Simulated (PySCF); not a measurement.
## Worked example: entropy of an ideal gas

CH4N2S, SMILES NC(N)=S.

Geometry optimised at PBE0-D3(BJ)/def2-SVP. One conformer was computed; it need not be the lowest.

PySCF with PBE0-D3(BJ)/def2-SVP gives the harmonic wavenumbers 283, 354, 407, 458, 490, 593, 651, 793, 1046, 1074, 1431, 1463, 1616, 1620, 3602, 3610, 3747, 3748 cm⁻¹ and the rotational temperatures 0.5076, 0.2469, 0.1665 K. The molar mass is 76.12 g/mol, the symmetry number 2, the spin multiplicity 1.

Task: Work out the entropy at 298.15 K and 1 atm in the rigid-rotor, harmonic-oscillator model.

Result: 
Translation (Sackur–Tetrode at 1 atm): S = R[1.5 ln M + 2.5 ln T − 1.16487] = 162.8 J/(mol K).
Rotation: q = (√π/σ) T^1.5/√(θA θB θC) = 31600, S = R[ln q + 3/2] = 98.6 J/(mol K).
Vibration: with u = 1.4388 ν/T, each mode gives R[u/(e^u − 1) − ln(1 − e^−u)]:
| ν (cm⁻¹) | modes | u | S (J/(mol K)) |
|---|---|---|---|
| 283 | 1 | 1.37 | 6.34 |
| 354 | 1 | 1.71 | 4.80 |
| 407 | 1 | 1.96 | 3.92 |
| 458 | 1 | 2.21 | 3.23 |
| 490 | 1 | 2.36 | 2.86 |
| 593 | 1 | 2.86 | 1.93 |
| 651 | 1 | 3.14 | 1.55 |
| 793 | 1 | 3.83 | 0.89 |
| 1046 | 1 | 5.05 | 0.32 |
| 1074 | 1 | 5.18 | 0.29 |
| 1431 | 1 | 6.91 | 0.07 |
| 1463 | 1 | 7.06 | 0.06 |
| 1616 | 1 | 7.80 | 0.03 |
| 1620 | 1 | 7.82 | 0.03 |
The stiffer modes add less than 0.005 each. Sum 26.3 J/(mol K).
Spin: R ln 1 = 0.0 J/(mol K).
Total 287.7 J/(mol K); the program's own thermochemistry gives 287.7. Translation makes up 57 % and vibration 9 %. Anharmonicity, hindered rotation and orbital degeneracy are left out.
